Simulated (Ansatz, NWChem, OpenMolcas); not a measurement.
How basis sets differ on CH5FGeO (SMILES [CH3][GeH]([OH])[F])

CH5FGeO has 9 atoms, charge 0, and is taken as a singlet. SMILES: `[CH3][GeH]([OH])[F]`. The shape is that of a PBE0-D4/def2-TZVP optimisation. This is one conformer, not always the lowest.

Each level gives the HOMO–LUMO gap (eV). The values are calculated.

| level | kind | program | value (eV) | CPU time |
| --- | --- | --- | --- | --- |
| HF/ANO-R0 (sfX2C) | Hartree–Fock | OpenMolcas | 16.27 | 6.2 s |
| HF/ANO-S-MB | Hartree–Fock | OpenMolcas | 18.79 | 2.3 s |
| HF/STO-3G | Hartree–Fock | OpenMolcas | 21.09 | 3.4 s |
| HF/3-21G | Hartree–Fock | OpenMolcas | 17.41 | 4.5 s |
| HF/6-31G | Hartree–Fock | Ansatz | 16.39 | 0.59 s |
| HF/cc-pVDZ | Hartree–Fock | OpenMolcas | 16.97 | 17 s |
| HF/def2-SVP | Hartree–Fock | NWChem | 16.92 | 32 s |

All-electron rows without a relativistic Hamiltonian named are non-relativistic. The values span 16.27 to 21.09 eV. A Hartree–Fock LUMO above zero doesn't converge with the basis: it sinks as sets grow more diffuse. Orbital gaps aren't excitation energies. Times are those of the runs behind each value, whatever else they computed, on shared processors of several kinds: orders of magnitude only.
